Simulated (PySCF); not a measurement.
# Field gradients at the hydrogen positions

Compound: C₃H₁₄N₂SSi₂.
Geometry (GFN2-xTB, Å), atoms numbered from 1 in this order:
```xyz
22
C3H14N2SSi2 angstrom
C     -2.5853   -1.8372    0.0796
C     -2.1890   -0.4166    0.4684
Si    -0.4905    0.0977   -0.2204
N      0.0008    1.7252    0.0261
C     -0.7542    2.8555   -0.4592
S      0.9706   -1.1149    0.7769
Si     2.7580   -0.6415   -0.3113
N      3.9792   -1.3434    0.6627
H     -2.6527   -1.9344   -1.0017
H     -3.5499   -2.1026    0.5088
H     -1.8407   -2.5427    0.4395
H     -2.1861   -0.3391    1.5577
H     -2.9485    0.2802    0.1081
H     -0.4284   -0.1303   -1.6671
H      0.5119    1.9428    0.8684
H     -0.0941    3.7133   -0.5978
H     -1.5644    3.1451    0.2189
H     -1.1912    2.5935   -1.4200
H      2.5946   -1.1882   -1.6601
H      2.9813    0.7976   -0.3513
H      3.7473   -2.1245    1.2546
H      4.9207   -1.4163    0.3173
```

Level: PBE0/pcSseg-1 (PySCF, non-relativistic); Q(2H) = 0.00286 b; rigid geometry, the same for H and D, with no vibrational averaging.

Task: Rank these positions by the coupling χzz of a deuteron there, largest first.
A. H10 (methyl hydrogen)
B. H19 (Si–H hydrogen)
C. H16 (methyl hydrogen)
D. H20 (Si–H hydrogen)
E. H21 (N–H hydrogen)
F. H17 (methyl hydrogen)

Result: E (287 kHz), A (211 kHz), C (205 kHz), F (199 kHz), D (111 kHz), B (106 kHz).

Task: Give the electric field gradient Vzz (the principal value of largest size), its asymmetry and the 2H coupling at each hydrogen.

Result: 
```
atom  bonded to  bond length (Å)  Vzz (au)     η  χzz (kHz)
  H9         C1            1.088    0.3144  0.03        211
 H10         C1            1.089    0.3146  0.02        211
 H11         C1            1.087    0.3122  0.03        210
 H12         C2            1.092    0.3103  0.03        209
 H13         C2            1.092    0.3125  0.02        210
 H14        Si3            1.466    0.1603  0.02        108
 H15         N4            1.009    0.4180  0.18        281
 H16         C5            1.091    0.3043  0.05        205
 H17         C5            1.096    0.2959  0.04        199
 H18         C5            1.088    0.3096  0.07        208
 H19        Si7            1.464    0.1584  0.02        106
 H20        Si7            1.457    0.1646  0.02        111
 H21         N8            1.007    0.4276  0.18        287
 H22         N8            1.005    0.4350  0.17        292
```

Task: Average by the element that carries the hydrogen.

Result: on C: 208 kHz over 8 positions, mean bond length 1.090 Å; on Si: 108 kHz over 3 positions, mean bond length 1.462 Å; on N: 287 kHz over 3 positions, mean bond length 1.007 Å.

Task: How does χzz go with the bond length over the 8 C–H bonds?

Result: A straight-line fit has a slope of -11.0 kHz for each 0.01 Å, with a correlation coefficient of -0.76, over lengths from 1.087 to 1.096 Å.

Task: Give the 2H NMR doublet splittings at H14 for a magnetic field along the z, y and x axes of the gradient: 3χ/2, 3χ(1 + η)/4, 3χ(1 − η)/4.

Result: With |χ| = 107.7 kHz and η = 0.021: 162, 82 and 79 kHz, to first order and without motion.

One conformer (not necessarily the lowest) at the GFN2-xTB geometry, without solvent, vibrations or thermal averaging. GFN2-xTB bond lengths can be off by several hundredths of an ångström, more for odd bonds, and the gradients follow them. The basis is small and wasn't made for field gradients, so the couplings can be 20 % off.
